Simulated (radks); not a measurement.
Results of a calculation; reference values are marked as such.
How relativity changes the ionisation of the thulium ion Tm+ ([Xe] 4f13 6s1) to Tm2+ ([Xe] 4f13). Spin-unpolarised spherical Kohn-Sham, PBE, point nucleus unless stated (finite: rms radius 5.2256 fm), a radial shooting solver on a logarithmic mesh with Libxc functionals. A level marked "c x" has the speed of light scaled by that factor and shares open shells by 2j + 1; other Dirac levels either fill j = l - 1/2 first or share by 2j + 1.

non-rel.: E(Tm+) (hartree) -12943.6904; E(Tm2+) (hartree) -12943.2801; IE (eV) 11.166; HOMO 6s; <r> HOMO (bohr) 3.860
scalar-rel.: E(Tm+) (hartree) -13567.2321; E(Tm2+) (hartree) -13566.7875; IE (eV) 12.099; HOMO 6s; <r> HOMO (bohr) 3.585
scalar-rel., finite nucleus: E(Tm+) (hartree) -13565.7690; E(Tm2+) (hartree) -13565.3245; IE (eV) 12.097; HOMO 6s; <r> HOMO (bohr) 3.586
Dirac, 2j+1 shares: E(Tm+) (hartree) -13581.9257; E(Tm2+) (hartree) -13581.4810; IE (eV) 12.101; HOMO 6s1/2; <r> HOMO (bohr) 3.587
Dirac, low j first: E(Tm+) (hartree) -13581.9445; E(Tm2+) (hartree) -13581.4999; IE (eV) 12.100; HOMO 6s1/2; <r> HOMO (bohr) 3.587
Dirac, 2j+1 shares, finite nucleus: E(Tm+) (hartree) -13580.4516; E(Tm2+) (hartree) -13580.0070; IE (eV) 12.099; HOMO 6s1/2; <r> HOMO (bohr) 3.587
Dirac, c x 0.75: E(Tm+) (hartree) -14232.9524; E(Tm2+) (hartree) -14232.4644; IE (eV) 13.279; HOMO 4f7/2; <r> HOMO (bohr) 0.8788
Dirac, c x 2: E(Tm+) (hartree) -13087.9102; E(Tm2+) (hartree) -13087.4927; IE (eV) 11.360; HOMO 6s1/2; <r> HOMO (bohr) 3.798
Dirac, c x 100: E(Tm+) (hartree) -12943.7464; E(Tm2+) (hartree) -12943.3361; IE (eV) 11.166; HOMO 6s1/2; <r> HOMO (bohr) 3.860

NIST Atomic Spectra Database: 12.07 eV (semi-empirical). The relativistic part of the total energy of Tm+ is -636.8 hartree (Dirac, 2j+1 shares, finite nucleus), 4.9 % of the non-relativistic value. Spin polarisation and multiplet splitting of open shells are left out at every level.

Beside tabulated values, note that relativity, absent from the non-relativistic runs, is large for the heavy elements, and spin-unpolarised runs miss the spin-polarisation part of the exchange energy of open shells.
